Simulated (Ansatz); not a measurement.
`N[SiH2]C[TeH]` + `OCF` → `OC(F)[TeH]` + `C[SiH2]N`  (formal exchange of groups at a Te–C bond)

Gas-phase electronic energies from Ansatz, PBE0-D4/def2-TZVP geometries. CCSD(T)/CBS adds triple-zeta CCSD(T) − MP2 to the extrapolated MP2 energy (def2 sets, frozen cores). DFT in def2-TZVPP. B3LYP here is the variant with VWN-RPA as its local correlation; programs differ in this. HSE06 is defined as in plane-wave codes. def2 core potentials past Kr. For Te outer-core shells are correlated without core-valence functions, which leaves a few kJ/mol of doubt a bond. One conformer a species, not always the lowest.

```
             level  ΔE (kJ/mol)  difference from CCSD(T)/CBS
       LDA (SPW92)          1.0                        -18.5
            PBE-D4          5.1                        -14.4
         revPBE-D4          5.0                        -14.5
           BLYP-D4          4.4                        -15.1
            B97M-V          6.5                        -13.0
           PBE0-D4         12.1                         -7.4
          B3LYP-D4         10.1                         -9.4
        r2SCANh-D4          7.4                        -12.1
        r2SCAN0-D4         11.2                         -8.3
          HSE06-D4         12.0                         -7.5
      CAM-B3LYP-D4         10.7                         -8.8
           ωB97X-V         12.7                         -6.8
           ωB97M-V         12.4                         -7.1
            B2PLYP         12.3                         -7.2
          PBE-QIDH         18.1                         -1.4
               PBE          2.7                        -16.8
            revPBE          2.4                        -17.1
              PBE0          9.8                         -9.7
             B3LYP          6.2                        -13.3
           r2SCANh          6.6                        -12.9
             HSE06          9.7                         -9.8
             BHLYP         13.4                         -6.1
         CAM-B3LYP          8.1                        -11.4
           LC-ωPBE         13.1                         -6.4
RPA@PBE/def2-TZVPP         19.4                         -0.1
       HF/def2-SVP         20.8                          1.3
      MP2/def2-SVP         14.9                         -4.6
     CCSD/def2-SVP         14.3                         -5.2
  CCSD(T)/def2-SVP         12.6                         -6.9
     HF/def2-TZVPP         21.7                          2.2
    MP2/def2-TZVPP         22.0                          2.5
SCS-MP2/def2-TZVPP         21.6                          2.1
   CCSD/def2-TZVPP         20.0                          0.5
CCSD(T)/def2-TZVPP         18.7                         -0.8
     HF/def2-QZVPP         22.3                          2.8
    MP2/def2-QZVPP         22.7                          3.2
SCS-MP2/def2-QZVPP         22.2                          2.7
      HF/CBS(def2)         22.4                          2.9
     MP2/CBS(def2)         22.8                          3.3
    CCSD/CBS(def2)         20.8                          1.3
       CCSD(T)/CBS         19.5                            0
```

Largest T1 diagnostic among the species: 0.012.

At CCSD(T), def2-SVP lies −6.9 kJ/mol from the extrapolated value and def2-TZVPP −0.8 kJ/mol. From r2SCAN to r2SCAN0 (25 % exact exchange), in def2-TZVPP and without D4, ΔE moves by +6.3 kJ/mol.

CCSD(T)/CBS has its own doubt, a few kJ/mol and more with outer-core shells, so smaller differences from it don't rank the levels.
